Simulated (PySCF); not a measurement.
The vertical singlet excitations below were computed for one of the candidates. Theory: PySCF, TDDFT B3LYP/def2-SVPD, vertical, gas phase, core orbitals frozen in the response. Geometries: GFN2-xTB, one conformer each.

| state | λ (nm) | f |
| --- | --- | --- |
| S1 | 215.9 | 0.063 |
| S2 | 197.0 | 0.0003 |
| S3 | 196.1 | 0.013 |
| S4 | 186.8 | 0.0039 |
| S5 | 177.9 | 0.015 |
| S6 | 177.8 | 0.015 |
| S7 | 172.3 | 0.0053 |
| S8 | 168.8 | 0.024 |

Triplets computed (Tamm–Dancoff): 5.21, 5.77, 5.95 eV.

Orbital energies (eV): HOMO-3 -9.60, HOMO-2 -8.89, HOMO-1 -8.44, HOMO -7.89, LUMO -1.31, LUMO+1 -0.67, LUMO+2 0.05.

Question: Which structure fits? All have the formula CH6ClFSi2.
A. `[SiH2]([SiH2]CCl)F`
B. `F[Si@@H]([SiH3])CCl`
C. `F[SiH2]C[SiH2]Cl`

Answer: A. Its S1, at 5.74 eV, is the lowest among the candidates; the nearest of the others has S1 at 6.04 eV. S1 is HOMO→LUMO (97%). Löwdin shares by element: HOMO chlorine 53%, silicon 23%, carbon 14%; LUMO silicon 54%, chlorine 8%, hydrogen 8% or more (atoms not listed hold the other 29%). At the same level the other candidates give, for their lowest levels:
- `F[Si@@H]([SiH3])CCl`: 205 nm (f 0.005); 189 nm (f 0.001); 187 nm (f 0.010); 183 nm (f 0.039); 176 nm (f 0.003); T1 5.61 eV; HOMO -8.06, LUMO -1.01 eV
- `F[SiH2]C[SiH2]Cl`: 177 nm (f 0.058); 170 nm (f 0.006); 162 nm (f 0.050); 160 nm (f 0.007); 158 nm (f 0.010); T1 6.69 eV; HOMO -8.50, LUMO -0.55 eV

The values belong to the conformer `[F:1][SiH2:2][SiH2:3][CH2:4][Cl:5]`: F1–Si2–Si3–C4 55°, Si2–Si3–C4–Cl5 177°.
